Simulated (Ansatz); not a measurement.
Single points on Cr₂O⁺.

```yaml
crystal:
  periodic: [false, false, false]
  atoms:
    - {symbol: Cr, position_ang: [-1.771689, 2.533202, -1.519504]}
    - {symbol: Cr, position_ang: [-0.212706, -0.077478, 0.422428]}
    - {symbol: O, position_ang: [-1.047005, 1.318076, -0.614324]}
basis:
  gaussian: {orbitals: 6-31G}
total_charge: 1
magnetization: {spin_polarized: true, initial_magnetization: 1}
hamiltonian: {xc: {name: B3LYP}, dispersion: d4}
scf: {omitted_lower_state_checks: [starts]}
output: {orbitals: {seedname: orbitals}}
```

The file start.molden holds the orbitals of an earlier run on this structure, at another level or in another basis.

```sh
$ ansatz run in.yaml --threads 4 --pin off --events-out ev --progress --plain --max-ram 3916MiB
```

Shortened log:

```
Functional definition: B3LYP
625 factors; integrals over basis functions are off by at most 4.8e-4 eV
mean field evaluation 1: about -58700.9119 eV, gradient 2.4e2 eV
mean field evaluation 2: about -56122.1413 eV, gradient 4.6e2 eV
mean field evaluation 4: about -58361.6312 eV, gradient 2.9e2 eV
mean field evaluation 8: about -58869.3005 eV, gradient 1.4e1 eV
mean field evaluation 16: about -58877.6855 eV, gradient 2.2e-1 eV
mean field evaluation 32: about -58877.6947 eV, gradient 2.6e-6 eV
mean field -58877.69466935 eV, -2163.7153703636 hartree, gradient 2.9e-6 eV, S^2 4.768649; 0 other end points of the search recorded, 0 dependent functions left out
reference -58877.69488504 eV, -2163.7153782902 hartree; 28, 27 occupied and 39, 40 virtual orbitals, 625 factors
Total energy: -58877.92231228 eV, -2163.7237360871 hartree
Checks for a lower state left out: starts
```

It took 11 s on 4 threads of Arm Neoverse V2 on a shared host.

The first input with `gaussian: {orbitals: def2-TZVP, initial_orbitals: start.molden}`, `hamiltonian: {xc: lda}` (abridged; 3.3 s):

```
Functional definition: SPW92
mean field evaluation 16: about -58747.2548 eV, gradient 6.9e-6 eV
mean field -58747.25481484 eV, -2158.9217941260 hartree, gradient 6.9e-6 eV, S^2 4.644228
Total energy: -58747.25486243 eV, -2158.9217958749 hartree
Checks for a lower state left out: starts
```

First input, but with `gaussian: {orbitals: def2-TZVP, initial_orbitals: start.molden}`, `hamiltonian: {xc: pbe0, dispersion: d4}` and without the key `scf` (abridged; 2 min):

```
Functional definition: PBE0
mean field evaluation 16: about -58870.6220 eV, gradient 6.5e-2 eV
mean field evaluation 32: about -58870.6214 eV, gradient 1.1e0 eV
mean field evaluation 64: about -58870.6244 eV, gradient 1.2e-5 eV
mean field evaluation 96: about -58870.2773 eV, gradient 4.8e-1 eV
mean field evaluation 128: about -58870.6243 eV, gradient 7.0e-2 eV
mean field evaluation 160: about -58835.5520 eV, gradient 7.1e1 eV
mean field evaluation 192: about -58869.0786 eV, gradient 2.7e0 eV
mean field evaluation 224: about -58869.2944 eV, gradient 1.6e1 eV
mean field evaluation 256: about -58870.2816 eV, gradient 1.0e0 eV
mean field evaluation 288: about -58870.6280 eV, gradient 8.3e-2 eV
mean field evaluation 320: about -58870.6244 eV, gradient 8.4e-6 eV
mean field -58870.62435782 eV, -2163.4555412074 hartree, gradient 8.4e-6 eV, S^2 4.753697; 11 other end points of the search recorded, 0 dependent functions left out
Total energy: -58870.74003554 eV, -2163.4597922854 hartree
```

The first input with `gaussian: {orbitals: def2-TZVP, initial_orbitals: start.molden}`, `hamiltonian: {xc: {name: revPBE}, dispersion: d4}` (abridged; 7.5 s):

```
Functional definition: revPBE
mean field evaluation 16: about -58878.5459 eV, gradient 6.8e-6 eV
mean field -58878.54592064 eV, -2163.7466532719 hartree, gradient 6.8e-6 eV, S^2 4.678842
Total energy: -58878.85549149 eV, -2163.7580297905 hartree
Checks for a lower state left out: starts
```

As the first input, with `gaussian: {orbitals: def2-SVP, initial_orbitals: start.molden}`, `hamiltonian: {xc: pbe, dispersion: d4}` (abridged; 7 s):

```
Functional definition: PBE
mean field evaluation 16: about -58859.5354 eV, gradient 4.3e-5 eV
mean field -58859.53539663 eV, -2163.0480294000 hartree, gradient 4.9e-6 eV, S^2 4.672875
Total energy: -58859.67047951 eV, -2163.0529936046 hartree
Checks for a lower state left out: starts
```

The first input with `gaussian: {orbitals: def2-TZVP, initial_orbitals: start.molden}`, `correlation: {method: mp2}` and without the key `hamiltonian` (abridged; 2 s):

```
Functional definition: HF
mean field -58814.05833126 eV, -2161.3767780734 hartree, gradient 4.4e-6 eV, S^2 4.765268
11 core orbitals not correlated: weight in the atoms' cores, before any rotation towards them, 1.000 or more for the frozen orbitals, at most 0.000 for the correlated occupied ones
second order -23.76355417 eV of doubles, -0.00000000 eV of singles
Total energy: -58837.82188543 eV, -2162.2500725816 hartree
Checks for a lower state left out: starts
```

First input, but with `gaussian: {orbitals: def2-TZVP, initial_orbitals: start.molden}`, `hamiltonian: {xc: pbe, dispersion: d4}` (abridged; 7.5 s):

```
Functional definition: PBE
mean field evaluation 16: about -58869.8680 eV, gradient 5.7e-6 eV
mean field -58869.86801763 eV, -2163.4277462181 hartree, gradient 5.7e-6 eV, S^2 4.672739
Total energy: -58870.00310024 eV, -2163.4327104126 hartree
Checks for a lower state left out: starts
```

Geometry: PBE0-D4/def2-TZVP.

The 6-31G sets use Cartesian d functions. B3LYP takes the VWN-RPA correlation. Correlated methods freeze 11 core orbitals; core or outer-core shells of Cr are correlated, in sets that lack core-valence functions. At B3LYP-D4/6-31G, LDA (SPW92)/def2-TZVP, PBE0-D4/def2-TZVP, revPBE-D4/def2-TZVP and others the charge 1 doublet is spin-contaminated (final ⟨S²⟩ up to 4.77, 0.75 for a pure state). At LDA (SPW92)/def2-TZVP, revPBE-D4/def2-TZVP, PBE-D4/def2-SVP, PBE-D4/def2-TZVP an occupied level lies above an empty one. At LDA (SPW92)/def2-TZVP the gap within one spin of the charge 1 doublet nearly closes, so an electron or hole may be smeared out by delocalisation error. The structure comes from a short search, and lower isomers may exist.
